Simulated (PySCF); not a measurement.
# From a computed spectrum to the compound

A species of 8 atoms with charge 0 has these harmonic modes (PBE0, small Gaussian bases with core potentials, PySCF 2.14.0):

```tsv
cm⁻¹	km/mol	symmetry
28	0.0	a2
96	6.8	e
96	6.8	e
160	683.5	a1
308	194.8	a1
510	8.4	e
510	8.4	e
556	138.2	e
556	138.2	e
1206	166.7	a1
1350	1097.2	e
1350	1097.2	e
1414	42.6	a1
1627	28.1	e
1627	28.1	e
3484	27.9	a1
3606	47.5	e
3606	47.5	e
```

Q: Which species is it, and in which structure?

A: SmH3(NH3) (singlet in the valence; each metal's 4f electrons, 5 of them, lie in its core potential, out of spins and levels):
```xyz
8

Sm    0.1476   -0.1476    0.1476
H     1.1434    1.3824    1.1434
H    -1.3824   -1.1434    1.1434
H     1.1434   -1.1434   -1.3824
N    -1.3304    1.3304   -1.3304
H    -1.9417    1.9417   -0.7844
H    -0.7844    1.9417   -1.9417
H    -1.9417    0.7844   -1.9417
```
Ideal gas at 298.15 K and 1 bar: S = 359.3 J/(mol K), Cp = 95.2 J/(mol K), H − H(0 K) = 21.1 kJ/mol (rigid rotor, harmonic modes, spin degeneracy alone, that of the 4f electrons in the core included; the modes under 60 cm⁻¹ make these uncertain). An lcecp potential fixes the number of 4f electrons, so in runs with it no electron can move into or out of that shell.
 Other answers can fit too; this one was computed.
